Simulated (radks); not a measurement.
Results of a calculation; reference values are marked as such.
Pt+, configuration [Xe] 4f14 5d9. Level of theory: scalar-relativistic Kohn-Sham, BLYP, spin-unpolarised, spherical densities, finite nucleus; Fermi nuclear charge, rms radius 5.427 fm (a radial shooting solver on a logarithmic mesh with Libxc functionals). Some entries of the table are withheld. Estimate them.

orbital,occ.,eigenvalue (eV),<r^2> (bohr^2),<r> (bohr)
1s,2,(1),0.0004062,0.01715
2s,2,-13782.87,0.006203,0.07236
2p,6,-11950.31,0.005201,0.06522
3s,2,-3243.585,(2),0.1871
3p,6,-2709.656,0.04106,0.1882
3d,10,-2129.461,0.03401,0.1704
4s,2,-703.1109,0.1945,0.4151
4p,6,-527.9397,(3),(4)
4d,10,-314.9077,0.2535,0.4682
5s,2,-110.0036,(5),0.9525
4f,14,-78.2137,(6),0.5163
5p,6,-64.2468,1.382,1.105
5d,9,-14.2286,3.269,1.653

Answer. 
(1) 1s eigenvalue (eV): -78412.54
(2) 3s <r^2> (bohr^2): 0.04005
(3) 4p <r^2> (bohr^2): 0.2220
(4) 4p <r> (bohr): 0.4419
(5) 5s <r^2> (bohr^2): 1.019
(6) 4f <r^2> (bohr^2): 0.3249
